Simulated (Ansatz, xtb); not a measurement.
**Two structures of H4NSbSi**

Structure X is `[NH]1[SiH2][SbH]1`, a singlet and structure Y is a triplet given by its coordinates. Both are isolated molecules in the gas phase, relaxed with r2SCAN-D4/def2-SVP.

X (Å):

```xyz
7

N     0.3596    1.0644    0.3853
Sb    0.0966    3.0228   -0.5350
Si    0.3822    0.6347   -1.2878
H    -0.3456    0.7907    1.0676
H     1.6685    0.0797   -1.7896
H    -0.7905   -0.0450   -1.9173
H     1.7878    3.3511   -0.4508
```

Y (Å):

```xyz
7

N     1.0790    2.0255   -0.8010
Sb    2.6067    1.8161   -2.1676
Si   -0.1291    0.8449   -0.3876
H     0.1275    0.1471    0.9147
H    -1.4853    1.4715   -0.2884
H    -0.1292   -0.1790   -1.4741
H     1.1359    2.8724   -0.2360
```

Close contacts (Å): N1–Sb2 2.06, N1–Si3 1.74, N1–H7 1.02, Si3–H4 1.50, Si3–H5 1.50, Si3–H6 1.49.

Q: Estimate which is lower in electronic energy at CCSD(T)/def2-TZVP, and by roughly how much.

A: The CCSD(T)/def2-TZVP calculation puts structure Y lower, by 6.2 kcal/mol.

Level by level:

```tsv
level	geometry	E(Y) − E(X) (kcal/mol)	departure from the last row (kcal/mol)	job, with rough time for the two
r2SCAN-D4/def2-SVP	r2SCAN-D4/def2-SVP	−5.6	+0.6	optimisation, 5.3 min
HF/def2-TZVP	r2SCAN-D4/def2-SVP	−32.1	−25.9	part of the CCSD(T) run
MP2/def2-TZVP	r2SCAN-D4/def2-SVP	−5.9	+0.3	part of the CCSD(T) run
CCSD(T)/def2-TZVP	r2SCAN-D4/def2-SVP	−6.2		single point, 9.3 min
```

None of the levels shown reverses the order. The largest departure from CCSD(T)/def2-TZVP is that of HF/def2-TZVP, 25.9 kcal/mol. Levels run at GFN2-xTB geometries aren't shown. The triplet state of Y needn't be its ground state.

With harmonic frequencies from r2SCAN-D4/def2-SVP (ideal gas, rigid rotor, one conformer each, 298.15 K, 1 atm): on the last row, ΔE + ΔZPE = −5.2 kcal/mol. A mode under 50 cm⁻¹ makes harmonic enthalpies and free energies unreliable, so none is given.

Open shells are spin-unrestricted. The correlated steps freeze 10 core orbitals; the filled d shell of Sb is correlated, in a basis made for valence electrons. Atoms past krypton carry core potentials in the def2 sets and no spin–orbit term is included. ΔG holds the spin degeneracy. Run with Ansatz 0.2.0; the last row on 1 thread of AMD EPYC (Zen 3) on a shared host.
